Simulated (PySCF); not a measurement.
Pb+: excitation energy

Pb+ [Xe] 4f14 5d10 6s2 6p1 (2P) → Pb+ [Xe] 4f14 5d10 6s1 6p2, s spin flipped, as a difference of total energies. Computed with PySCF 2.14 in aug-cc-pwCVTZ-PP with ECP60MDF, with a scalar-relativistic core potential. Correlated levels: valence: 5s2 5p6 5d10 frozen; valence and next inner shell: nothing frozen outside the core potential. The calculations carry no spin-orbit coupling.

```tsv
method	excitation energy (eV)
UHF	9.884
LDA	9.456
PBE	9.320
PBE0	9.537
r2SCAN	9.512
TPSSh	9.465
wB97M-V	9.646
B97-3	9.596
r2SCANh	9.582
MP2 (valence)	9.492
SCS-MP2 (valence)	9.453
MP2 (valence and next inner shell)	9.608
SCS-MP2 (valence and next inner shell)	9.542
```

How much does correlation contribute at MP2 (valence and next inner shell)?

9.608 − (9.884) = -0.276 eV, measured against UHF.

Spin-orbit coupling is strong in these open shells (close to jj coupling). The scalar numbers leave it out and a first-order estimate fails, so it can dominate the gap to the real levels.

The upper determinant mixes two multiplicities, so it lies between the two terms.
